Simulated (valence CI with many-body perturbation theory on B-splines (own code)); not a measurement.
# Re XXXV: what the settings do

Calculated by relativistic CI+MBPT: five valence electrons over a frozen Dirac-Fock core [Kr], radial functions for each j: 6 s, 6 p, 5 d, 5 f, 1 g, with the one-electron correlation potential Σ1 (screened to all orders), the two-electron term Σ2, the three-electron term Σ3, Breit, model QED; selected single and double excitations, second order for the rest, scaled by the run's own slope (own B-spline code, finite nucleus).

The last digits are not significant, and no measured levels were compared; by estimate large intervals hold to a few tenths of a per cent, small ones and those within an open d or f shell to about a per cent. Only levels of the ground parity were solved; by the run's estimate the other parity begins above the list, which can be wrong where configurations are misplaced.

The reference run has the lowest level (4d3/2^4 4d5/2) J=5/2 and an ionisation energy of 1455.58 eV. Its largest variational space holds 9999 state functions.

Levels are named by their leading jj configuration (3d3/2^4 stands for four electrons in 3d with j = 3/2), which in mixed levels can hold well under half, so a name can repeat and another be missing. Letters in brackets count levels of one name in rising energy.

Changed runs:
A. cutoff of virtual states (hartree) 11250 → 10080; scale of Σ1 1 → 0; scale of Σ2 1 → 0; three-electron term on → off
B. selection threshold (hartree) 2e-08 → 2e-07
C. logarithmic knot step 0.27 → 0.2; selection threshold (hartree) 2e-08 → 1e-05
D. highest l in the core sums 6 → 1 (bad on purpose)

Excitation energies of the reference run in cm⁻¹, and shifts in cm⁻¹:

```tsv
Level	Reference	A	B	C	D
(4d3/2^3 4d5/2^2) J=5/2 [a]	112190	-2461	0	+65	+1996
(4d3/2^3 4d5/2^2) J=7/2 [a]	150380	+1128	0	-39	+4773
(4d3/2^3 4d5/2^2) J=3/2 [a]	154547	-146	0	-57	+846
(4d3/2^3 4d5/2^2) J=11/2	158373	+2703	-0.7	-38	+8195
(4d3/2^3 4d5/2^2) J=9/2	170912	+2726	0	-28	+6954
(4d3/2^3 4d5/2^2) J=5/2 [b]	179422	+1939	0	+227	+4327
(4d3/2^3 4d5/2^2) J=1/2	186896	+647	-3.6	-110	+1163
(4d3/2^3 4d5/2^2) J=7/2 [b]	194937	+4435	0	-19	+5900
(4d3/2^3 4d5/2^2) J=3/2 [b]	240372	+836	0	-53	-1678
(4d3/2^2 4d5/2^3) J=5/2 [a]	261741	-2860	0	+8.3	+2171
(4d3/2^2 4d5/2^3) J=7/2 [a]	285905	-159	0	-71	+6124
(4d3/2^2 4d5/2^3) J=11/2	291322	+1545	-0.5	-66	+10376
Ionisation energy (eV)	1455.58	-5.96	0	-0.02	-1.20
```
